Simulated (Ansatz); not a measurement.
Ansatz (a program for electronic structure) input for TiI₂, SMILES [I][Ti][I] (connectivity only; charge and spin as stated), neutral, multiplicity 3, B3LYP-D3(BJ)/def2-SVP. 

Ansatz 0.2 input:
```yaml
crystal:
  periodic: [false, false, false]
  atoms:
    - {symbol: Ti, position_ang: [0.00000000, -0.00000000, 1.15125582]}
    - {symbol: I, position_ang: [-0.00000000, -2.19958579, -0.23893989]}
    - {symbol: I, position_ang: [0.00000000, 2.19958579, -0.23893989]}
basis:
  gaussian:
    orbitals: def2-SVP
hamiltonian:
  xc: b3lyp
  dispersion: d3bj
magnetization: {spin_polarized: true, initial_magnetization: 2}
relax: {f_tol: 0.002, max_steps: 200}
```

Output:

```
WARN ansatz: RAYON_NUM_THREADS=1 ignored (pool sized by the plan → 1); use --threads N
Functional definition: B3LYP
integrals: 0.04 GiB planned
1138 factors; integrals over basis functions are off by at most 1.8e-4 eV
mean field: 0.75 GiB planned
mean field evaluation 1: about -39320.5039 eV, gradient 1.2e1 eV
mean field evaluation 2: about -39319.3487 eV, gradient 1.7e1 eV
mean field evaluation 4: about -39321.5094 eV, gradient 8.5e-1 eV
mean field evaluation 8: about -39321.5550 eV, gradient 1.5e-1 eV
mean field evaluation 16: about -39321.5580 eV, gradient 9.0e-4 eV
mean field evaluation 32: about -39321.5502 eV, gradient 2.5e-2 eV
mean field -39321.55800282 eV, -1445.0406034942 hartree, gradient 6.0e-9 eV, S^2 2.012112; 3 other end points of the search recorded, 0 dependent functions left out
the calculation of the forces begins
reference -39321.55825181 eV, -1445.0406126445 hartree; 37, 35 occupied and 46, 48 virtual orbitals, 1138 factors
relax step   1: F+E_penalty+E_count = -39321.79207324 eV  Δ(F+E_penalty+E_count) = +0.000e0 eV  max|allowed force component| = 3.189e-1 eV/Å  Δτ_max = 0.0000 Å  (175 SCF iters, accepted)
these checks for a lower state are left out or cut short: starts, cluster_reference, orbital_swaps, neighbouring_geometries, increment
integrals: 0.04 GiB planned
1138 factors; integrals over basis functions are off by at most 1.9e-4 eV
mean field: 0.75 GiB planned
mean field -39321.67905453 eV, -1445.0450520626 hartree, gradient 2.9e-6 eV, S^2 2.012101; 0 other end points of the search recorded, 0 dependent functions left out
the calculation of the forces begins
reference -39321.67930671 eV, -1445.0450613300 hartree; 37, 35 occupied and 46, 48 virtual orbitals, 1138 factors
relax step   2: F+E_penalty+E_count = -39321.89684554 eV  Δ(F+E_penalty+E_count) = -1.048e-1 eV  max|allowed force component| = 3.834e-1 eV/Å  Δτ_max = 0.1986 Å  (73 SCF iters, accepted)
these checks for a lower state are left out or cut short: starts, cluster_reference, orbital_swaps, neighbouring_geometries, increment
integrals: 0.04 GiB planned
1138 factors; integrals over basis functions are off by at most 2.2e-4 eV
mean field: 0.75 GiB planned
mean field evaluation 64: about -39321.7488 eV, gradient 8.3e-4 eV
mean field -39321.74877892 eV, -1445.0476143869 hartree, gradient 2.5e-6 eV, S^2 2.012043; 0 other end points of the search recorded, 0 dependent functions left out
the calculation of the forces begins
reference -39321.74903148 eV, -1445.0476236680 hartree; 37, 35 occupied and 46, 48 virtual orbitals, 1138 factors
relax step   3: F+E_penalty+E_count = -39321.95845881 eV  Δ(F+E_penalty+E_count) = -6.161e-2 eV  max|allowed force component| = 1.976e-1 eV/Å  Δτ_max = 0.1941 Å  (70 SCF iters, accepted)
these checks for a lower state are left out or cut short: starts, cluster_reference, orbital_swaps, neighbouring_geometries, increment
integrals: 0.04 GiB planned
1138 factors; integrals over basis functions are off by at most 2.5e-4 eV
mean field: 0.75 GiB planned
mean field -39321.78494525 eV, -1445.0489434749 hartree, gradient 6.7e-6 eV, S^2 2.012263; 0 other end points of the search recorded, 0 dependent functions left out
the calculation of the forces begins
reference -39321.78519818 eV, -1445.0489527697 hartree; 37, 35 occupied and 46, 48 virtual orbitals, 1138 factors
relax step   4: F+E_penalty+E_count = -39321.98917123 eV  Δ(F+E_penalty+E_count) = -3.071e-2 eV  max|allowed force component| = 1.197e-1 eV/Å  Δτ_max = 0.2000 Å  (74 SCF iters, accepted)
these checks for a lower state are left out or cut short: starts, cluster_reference, orbital_swaps, neighbouring_geometries, increment
integrals: 0.04 GiB planned
1138 factors; integrals over basis functions are off by at most 2.7e-4 eV
mean field: 0.75 GiB planned
mean field evaluation 96: about -39321.8016 eV, gradient 8.4e-12 eV
mean field -39321.80158055 eV, -1445.0495548108 hartree, gradient 3.0e-11 eV, S^2 2.012271; 0 other end points of the search recorded, 0 dependent functions left out
the calculation of the forces begins
reference -39321.80183260 eV, -1445.0495640734 hartree; 37, 35 occupied and 46, 48 virtual orbitals, 1138 factors
relax step   5: F+E_penalty+E_count = -39322.00438202 eV  Δ(F+E_penalty+E_count) = -1.521e-2 eV  max|allowed force component| = 3.538e-2 eV/Å  Δτ_max = 0.2000 Å  (152 SCF iters, accepted)
these checks for a lower state are left out or cut short: starts, cluster_reference, orbital_swaps, neighbouring_geometries, increment
integrals: 0.04 GiB planned
1138 factors; integrals over basis functions are off by at most 2.7e-4 eV
mean field: 0.75 GiB planned
mean field -39321.80482132 eV, -1445.0496739067 hartree, gradient 6.7e-6 eV, S^2 2.012345; 0 other end points of the search recorded, 0 dependent functions left out
the calculation of the forces begins
reference -39321.80507353 eV, -1445.0496831756 hartree; 37, 35 occupied and 46, 48 virtual orbitals, 1138 factors
relax step   6: F+E_penalty+E_count = -39322.00691089 eV  Δ(F+E_penalty+E_count) = -2.529e-3 eV  max|allowed force component| = 9.347e-3 eV/Å  Δτ_max = 0.0938 Å  (181 SCF iters, accepted)
these checks for a lower state are left out or cut short: starts, cluster_reference, orbital_swaps, neighbouring_geometries, increment
integrals: 0.04 GiB planned
1138 factors; integrals over basis functions are off by at most 2.7e-4 eV
mean field: 0.75 GiB planned
mean field evaluation 128: about -39321.8054 eV, gradient 2.7e-5 eV
mean field evaluation 160: about -39321.8054 eV, gradient 2.8e-5 eV
mean field -39321.80540722 eV, -1445.0496954382 hartree, gradient 6.2e-10 eV, S^2 2.012376; 1 other end points of the search recorded, 0 dependent functions left out
the calculation of the forces begins
reference -39321.80565956 eV, -1445.0497047118 hartree; 37, 35 occupied and 46, 48 virtual orbitals, 1138 factors
relax step   7: F+E_penalty+E_count = -39322.00725509 eV  Δ(F+E_penalty+E_count) = -3.442e-4 eV  max|allowed force component| = 2.411e-2 eV/Å  Δτ_max = 0.0726 Å  (394 SCF iters, accepted)
these checks for a lower state are left out or cut short: starts, cluster_reference, orbital_swaps, neighbouring_geometries, increment
integrals: 0.04 GiB planned
1138 factors; integrals over basis functions are off by at most 2.7e-4 eV
mean field: 0.75 GiB planned
mean field -39321.80524597 eV, -1445.0496895127 hartree, gradient 7.4e-10 eV, S^2 2.012344; 0 other end points of the search recorded, 0 dependent functions left out
the calculation of the forces begins
reference -39321.80549815 eV, -1445.0496987798 hartree; 37, 35 occupied and 46, 48 virtual orbitals, 1138 factors
relax step   8: F+E_penalty+E_count = -39322.00731070 eV  Δ(F+E_penalty+E_count) = -5.561e-5 eV  max|allowed force component| = 9.080e-3 eV/Å  Δτ_max = 0.0035 Å  (213 SCF iters, accepted)
these checks for a lower state are left out or cut short: starts, cluster_reference, orbital_swaps, neighbouring_geometries, increment
integrals: 0.04 GiB planned
1138 factors; integrals over basis functions are off by at most 2.7e-4 eV
mean field: 0.75 GiB planned
mean field evaluation 192: about -39321.7753 eV, gradient 1.4e-1 eV
mean field -39321.80531466 eV, -1445.0496920369 hartree, gradient 1.5e-10 eV, S^2 2.012352; 0 other end points of the search recorded, 0 dependent functions left out
the calculation of the forces begins
reference -39321.80556688 eV, -1445.0497013057 hartree; 37, 35 occupied and 46, 48 virtual orbitals, 1138 factors
relax step   9: F+E_penalty+E_count = -39322.00732157 eV  Δ(F+E_penalty+E_count) = -1.087e-5 eV  max|allowed force component| = 1.638e-3 eV/Å  Δτ_max = 0.0010 Å  (257 SCF iters, accepted)
these checks for a lower state are left out or cut short: starts, cluster_reference, orbital_swaps, neighbouring_geometries, increment
integrals: 0.04 GiB planned
1138 factors; integrals over basis functions are off by at most 2.7e-4 eV
mean field: 0.75 GiB planned
mean field evaluation 224: about -39321.8053 eV, gradient 1.3e-3 eV
mean field -39321.80532987 eV, -1445.0496925959 hartree, gradient 1.6e-10 eV, S^2 2.012354; 0 other end points of the search recorded, 0 dependent functions left out
the calculation of the forces begins
reference -39321.80558210 eV, -1445.0497018649 hartree; 37, 35 occupied and 46, 48 virtual orbitals, 1138 factors
relax step  10: F+E_penalty+E_count = -39322.00732785 eV  Δ(F+E_penalty+E_count) = -6.285e-6 eV  max|allowed force component| = 1.181e-3 eV/Å  Δτ_max = 0.0030 Å  (253 SCF iters, accepted)
these checks for a lower state are left out or cut short: starts, cluster_reference, orbital_swaps, neighbouring_geometries, increment
integrals: 0.04 GiB planned
1138 factors; integrals over basis functions are off by at most 2.7e-4 eV
mean field: 0.75 GiB planned
mean field -39321.80533545 eV, -1445.0496928007 hartree, gradient 3.4e-10 eV, S^2 2.012353; 0 other end points of the search recorded, 0 dependent functions left out
the calculation of the forces begins
reference -39321.80558767 eV, -1445.0497020697 hartree; 37, 35 occupied and 46, 48 virtual orbitals, 1138 factors
relax step  11: F+E_penalty+E_count = -39322.00733453 eV  Δ(F+E_penalty+E_count) = -6.677e-6 eV  max|allowed force component| = 5.037e-4 eV/Å  Δτ_max = 0.0074 Å  (151 SCF iters, accepted)
integrals: 0.04 GiB planned
1138 factors; integrals over basis functions are off by at most 2.7e-4 eV
mean field: 0.75 GiB planned
mean field evaluation 256: about -39321.8053 eV, gradient 2.0e-4 eV
mean field evaluation 288: about -39321.8051 eV, gradient 1.3e-1 eV
mean field evaluation 320: about -39321.8053 eV, gradient 2.4e-9 eV
mean field -39321.80533545 eV, -1445.0496928007 hartree, gradient 3.4e-10 eV, S^2 2.012353; 6 other end points of the search recorded, 0 dependent functions left out
the calculation of the forces begins
reference -39321.80558767 eV, -1445.0497020697 hartree; 37, 35 occupied and 46, 48 virtual orbitals, 1138 factors
Total energy: -39322.00758675 eV, -1445.0571253992 hartree
Atom 0 at     0.000000    -0.000000     0.224343 Å, force    -0.000000    -0.000000     0.000018 eV/Å
Atom 1 at    -0.000000    -2.614619     0.224517 Å, force     0.000000     0.000504    -0.000009 eV/Å
Atom 2 at    -0.000000     2.614619     0.224517 Å, force     0.000000    -0.000504    -0.000009 eV/Å
Dipole moment:    -0.000000     0.000000    -0.000107 e Å
```

The calculation finished and met its thresholds.
